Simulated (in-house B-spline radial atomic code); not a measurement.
RPA and G0W0 for In8+, [Kr] 4d5, highest spin, as one setting changes: the share of exact exchange in the PBE hybrid start. A dash marks a level of low quasi-particle weight. Computed with a B-spline radial code for spherical atoms: all electrons, scalar-relativistic (spin-free one-electron X2C), finite nucleus, each spin shell either full or empty, empty states to l = 9 with an (l + 1/2)⁻⁴ tail; G0W0 by contour deformation at full frequency.

| share of exact exchange in the PBE hybrid start | mean-field level (eV) | G0W0 level (eV) | RPA correlation (Eh) |
| --- | --- | --- | --- |
| 0 | -146.81 | 4d up -158.23 | -3.2134 |
| 0.1 | ? | ? | ? |
| 0.2 | -149.37 | 4d up -158.31 | -3.1647 |
| 0.3 | -150.65 | 4d up -158.35 | -3.1414 |
| 0.4 | -151.93 | 4d up -158.38 | -3.1186 |
| 0.5 | -153.21 | 4d up -158.42 | -3.0965 |
| 0.6 | -154.49 | 4d up -158.44 | -3.0748 |
| 0.7 | ? | ? | ? |
| 0.8 | -157.06 | 4d up -158.50 | -3.0331 |
| 0.9 | -158.34 | 4d up -158.52 | -3.0129 |
| 1 | -159.63 | 4d up -158.54 | -2.9932 |

Problem. What belongs in the row for 0.1?

Solution. mean-field level (eV): -148.09; G0W0 level (eV): 4d up -158.27; RPA correlation (Eh): -3.1887.

Problem. What belongs in the row for 0.7?

Solution. mean-field level (eV): -155.77; G0W0 level (eV): 4d up -158.47; RPA correlation (Eh): -3.0537.

Problem. At what share of exact exchange does G0W0 leave the highest level unchanged?

Solution. Near 0.91, where the shift changes sign (-0.175 eV at 0.9, +1.092 eV at 1).
